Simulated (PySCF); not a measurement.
Ge(Cl)4, SMILES [Cl][Ge]([Cl])([Cl])[Cl] (Cl4Ge), PBE0/def2-SVP optimised geometry.

```
5

Cl    -1.42    -2.00     1.74
Ge    -0.71    -1.00     0.00
Cl    -1.42    -2.00    -1.74
Cl    -1.42     1.00     0.00
Cl     1.42    -1.00     0.00
```

Density from PBE0/def2-TZVP run with PySCF at that geometry.

Minimum of the electron density along straight lines between bonded atoms, close to the bond critical point (lines longer than 1.1 times the sum of covalent radii, or with two minima, are not listed):

```csv
bond,length / Å,ρ at the minimum / e bohr⁻³,∇²ρ there / e bohr⁻⁵,position (fraction from the first atom)
Cl1–Ge2,2.126,0.112,0.17,0.57
Ge2–Cl3,2.126,0.112,0.17,0.43
Ge2–Cl4,2.126,0.112,0.17,0.43
Ge2–Cl5,2.126,0.112,0.17,0.43
```
